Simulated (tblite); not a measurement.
Compound: C6H14S2Si.
Geometry (GFN2-xTB, Å), atoms numbered from 1 in this order:
```
atom  x, y, z in Å
C1    -2.1776   -0.3401    1.2347
C2    -1.3200   -0.0878   -0.0029
C3    -2.0815    0.8062   -0.9787
C4    -0.9984   -1.4221   -0.6821
Si5    0.2794    0.7956    0.5414
S6     1.6015    1.1753   -1.1070
C7     3.0998    0.8284   -0.1314
C8     2.9544   -0.4647    0.6338
S9     1.5517   -0.3996    1.8016
H10   -1.6421   -0.9513    1.9577
H11   -3.0959   -0.8576    0.9613
H12   -2.4446    0.5984    1.7150
H13   -1.4751    1.0250   -1.8551
H14   -2.9954    0.3132   -1.3074
H15   -2.3526    1.7483   -0.5076
H16   -1.9188   -1.9211   -0.9821
H17   -0.3926   -1.2648   -1.5732
H18   -0.4608   -2.0827   -0.0036
H19    0.0451    2.0558    1.2469
H20    3.2673    1.6688    0.5421
H21    3.9230    0.7640   -0.8423
H22    3.8427   -0.6585    1.2341
H23    2.7857   -1.3018   -0.0436
```

Calculated harmonic vibrations of the isolated species, GFN2-xTB (tblite), most abundant isotopes, no scaling. The method is semi-empirical: single wavenumbers can be off by several per cent or more. Modes of hydrogen on silicon can be 10 to 20 % off. One conformer, not necessarily the lowest.

Harmonic wavenumbers (cm⁻¹): 35.2, 47.7, 79.8, 131.6, 204.3, 213.6, 229.9, 240.2, 262.1, 266.7, 293.6, 353.7, 381.2, 392.1, 411.8, 495.6, 542.8, 607.5, 629.8, 667.5, 694.9, 696.2, 853.1, 888.7, 937.7, 970.0, 973.8, 975.3, 1035.0, 1037.0, 1039.9, 1086.7, 1140.9, 1224.9, 1228.1, 1235.3, 1235.8, 1260.2, 1409.2, 1414.5, 1433.6, 1436.4, 1446.9, 1493.1, 1495.3, 1498.8, 1510.1, 1510.8, 1515.0, 2251.5, 2979.9, 2991.3, 2997.9, 3001.3, 3008.7, 3010.0, 3015.5, 3017.6, 3023.3, 3026.7, 3029.9, 3034.2, 3035.9.

A = 1557, B = 783.4, C = 625.9 MHz; mass 178.031 u (most abundant isotopes); point group C1, symmetry number 1.

Problem. What is the zero-point energy?

Solution. ½Σν̃ = 41294 cm⁻¹ = 493.98 kJ/mol.

Problem. Give the ideal-gas entropy at 298.15 K and 1 bar in the rigid-rotor, harmonic-oscillator model (classical rotation).

Solution. Translation 173.48, rotation 127.29, vibration 160.31: S = 461.1 J/(mol K).

Problem. And Cp and H(298.15 K) − H(0)?

Solution. Cp = 197.96 J/(mol K), of which vibrations give 164.71 (their classical limit is 63 R = 523.8); H(298.15 K) − H(0) = 35.05 kJ/mol without the zero-point energy, 25.13 from vibrations.

Problem. Which modes carry the vibrational entropy at 298.15 K?

Solution. 35.2 cm⁻¹: 23.06; 47.7 cm⁻¹: 20.55; 79.8 cm⁻¹: 16.30; 131.6 cm⁻¹: 12.23; 204.3 cm⁻¹: 8.76; 213.6 cm⁻¹: 8.42 J/(mol K); the other 57 give 70.99 together.

Problem. What must be added to the electronic energy to get the Gibbs energy at 298.15 K and 1 bar?

Solution. ZPE + [H(298.15 K) − H(0)] − T·S = 493.98 + 35.05 − 137.47 = 391.56 kJ/mol.

Hindered rotation and anharmonicity are outside this model. Other conformers, if any are populated, would add a mixing term that is left out. The structure is chiral; the term R ln 2 for an equal mix with its mirror image is left out.
